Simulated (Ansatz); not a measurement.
Two structures of AlH2BrF2, singlet, reached by relaxing down either side of one saddle point (PBE0-D4/def2-TZVP). Energies are electronic, without zero-point energy. Program: Ansatz 0.2.0. Basis: def2-TZVPP and def2-QZVPP. Cores are frozen in the correlated methods. Filled d shells of the heavier atoms are correlated. The def2 sets are not built for correlating such inner shells, so the correlated values are less sure here. Extrapolation: Hartree–Fock as exp(−7.88 √X), correlation as X^−2.97. First:

```tsv
atom	x (Å)	y (Å)	z (Å)
Al1	-0.0549	-0.6239	0.2093
Br2	2.1650	-0.8085	0.1575
F3	-0.9527	-1.1459	-1.0551
F4	-0.8170	-0.2632	1.6116
H5	0.2080	1.4272	-0.4830
H6	-0.5484	1.4144	-0.4403
```

Second:

```xyz
6
angstrom
Al -0.8434 -0.1919 0.1064
Br 1.8987 -0.2222 -0.0231
F -1.0631 -1.4408 -0.9484
F -0.9277 -0.5601 1.7120
H 1.9796 1.1274 -0.4738
H -1.0440 1.2877 -0.3732
```

Q: Which bonds change from the first to the second?

A: AlBrF₂ ([F][Al]([F])[Br]) + H₂ → AlHF₂ ([F][AlH][F]) + HBr (still joined by a long Al–Br bond); bonds formed: Al1–H6, Br2–H5; bonds broken: H5–H6; bonds weakened to dative contacts: Al1–Br2.

Q: Give the saddle point's structure and its height above each. (An estimate is asked for; the value comes from the calculation.)

A: By the calculation: 36.87 kcal/mol above the first and 9.46 kcal/mol above the second (CCSD(T) at an estimated basis limit (MP2 extrapolated from triple and quadruple zeta, plus CCSD(T) − MP2 in triple zeta)).
```
6
angstrom
Al -0.5626 -0.2636 0.1159
Br 2.0035 -0.1515 -0.0518
F -1.0708 -1.3449 -1.0061
F -0.9331 -0.4486 1.7016
H 0.9428 0.9377 -0.3584
H -0.3799 1.2708 -0.4013
```

The T1 diagnostic stays at or below 0.011. The start structure is not quite a true minimum (one mode of 37i cm⁻¹). The end structure is not quite a true minimum (one mode of 83i cm⁻¹).

Labels in which every atom is bracketed show which atoms are joined, not bond orders.

For scale, one of the runs: CCSD(T)/def2-TZVPP, 180 basis functions, launched by `ansatz run in.yaml --threads 4 --pin off --events-out ev --progress --plain --max-ram 9574MiB`. The run took 50 s on 4 CPU threads of an Arm Neoverse V1 (shared host), with 1.8 GiB of host memory at its peak.
